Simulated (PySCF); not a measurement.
Ge(F)2(Br)(OH) (BrF₂GeHO), SMILES [OH][Ge]([F])([F])[Br]. The structure is a stationary point at PBE-D3(BJ)/def2-SVP. The structure was generated by enumeration, and PubChem lists no compound with its InChIKey, so it may never have been made. One conformer was computed; it need not be the lowest.

Give the equilibrium geometry at PBE-D3(BJ)/def2-SVP (PySCF confirms it by a frequency run) as bond lengths and angles, and its point group. (Estimate from the structure and the level; the computed values follow.)

This is not unique; one that fits is point group Cs.
Atoms: O1 Ge2 F3 F4 Br5 H6. Bond lengths (Å): O1–Ge2 1.764, O1–H6 0.978, Ge2–F3 1.740, Ge2–F4 1.740, Ge2–Br5 2.269. Angles (°): Ge2–O1–H6 110.3, O1–Ge2–F3 110.4, O1–Ge2–F4 110.4, O1–Ge2–Br5 109.5, F3–Ge2–F4 104.0, F3–Ge2–Br5 111.2, F4–Ge2–Br5 111.2.
Charge 0, spin multiplicity 1.
